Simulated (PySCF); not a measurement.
BH9NPSi2.
Cartesian coordinates in Å at the PBE0-D3(BJ)/def2-SVP level; atoms count from 1:
```
atom  x, y, z in Å
B1    -1.7970   -1.0899   -0.2340
N2    -0.8347   -0.1706    0.2427
Si3   -1.3105    1.4418    0.8088
Si4    0.8513   -0.7243    0.3175
P5     2.1985    1.0974    0.4121
H6    -2.9688   -0.7872   -0.2716
H7    -1.4392   -2.1887   -0.6048
H8    -0.6539    2.4871   -0.0326
H9    -2.7903    1.5546    0.7015
H10   -0.8756    1.6353    2.2236
H11    1.0933   -1.4881    1.5790
H12    1.1249   -1.6044   -0.8529
H13    2.2012    1.3003   -1.0019
H14    3.3729    0.2827    0.4016
```

The closed-shell ground state was solved at several levels (PySCF, density fitting, gas phase, non-relativistic).

| level | basis functions | total energy (Eh) | HOMO (eV) | LUMO (eV) | gap (eV) | dipole (D) |
| --- | --- | --- | --- | --- | --- | --- |
| PBE0/def2-SVP | 127 | -1004.5746 | -7.67 | -0.44 | 7.23 | 0.95 |
| CAM-B3LYP/pcSseg-1 | 151 | -1005.3411 | -8.97 | 0.55 | 9.52 | 0.84 |
| wB97X-D/def2-SVPD | 184 | -1005.0350 | -9.49 | 1.20 | 10.69 | 0.75 |
| PBE0/def2-SVPD | 184 | -1004.5871 | -7.69 | -0.66 | 7.03 | 0.83 |
| LDA/pcSseg-1 | 151 | -1001.0040 | -6.71 | -1.76 | 4.95 | 1.07 |
| PBE0/cc-pVDZ | 127 | -1004.9178 | -7.63 | -0.41 | 7.22 | 0.91 |
| CAM-B3LYP/def2-SVPD | 184 | -1005.0359 | -8.94 | 0.43 | 9.37 | 0.80 |
| LC-wPBE/def2-SVPD | 184 | -1004.7259 | -10.29 | 1.58 | 11.87 | 0.80 |
| B3LYP/pcSseg-1 | 151 | -1005.4425 | -7.50 | -0.76 | 6.74 | 0.86 |
| mPW1PW91/pcSseg-1 | 151 | -1005.3813 | -7.76 | -0.55 | 7.21 | 0.87 |

(1) What might OPBE/pcSseg-1 (151 basis functions) give for the same quantities?

(2) Over all these levels, which gives the widest orbital gap and which the narrowest?

(3) How much does the basis alone move the frontier levels among the 3 PBE0 rows?

(4) In the pcSseg-1 basis, how does the gap go with the fixed share of exact exchange?

(5) How far do the dipole and the HOMO energy spread over the levels?

Results:

(1) Total energy -1005.1935 Eh, HOMO -6.63 eV, LUMO -1.38 eV, gap 5.25 eV, dipole 0.96 D.

(2) LC-wPBE/def2-SVPD (range-separated hybrid) has the widest, 11.87 eV, and LDA/pcSseg-1 (LDA) the narrowest, 4.95 eV. Functional and basis both differ between the two, so the spread mixes both effects.

(3) The HOMO by 0.06 eV and the LUMO by 0.25 eV. By rising basis size (HOMO, LUMO in eV): def2-SVP -7.67, -0.44; cc-pVDZ -7.63, -0.41; def2-SVPD -7.69, -0.66.

(4) LDA (0 %) 4.95 eV; OPBE (0 %) 5.25 eV; B3LYP (20 %) 6.74 eV; mPW1PW91 (25 %) 7.21 eV. Each rise in the share widens the gap here.

(5) The dipole runs from 0.75 to 1.07 D (mean 0.88 D) and the HOMO from -10.29 to -6.63 eV.

One conformer stands for the species.

The pairwise dispersion term of wB97X-D wasn't added to the energies; at a given geometry it leaves orbitals and properties as they are.
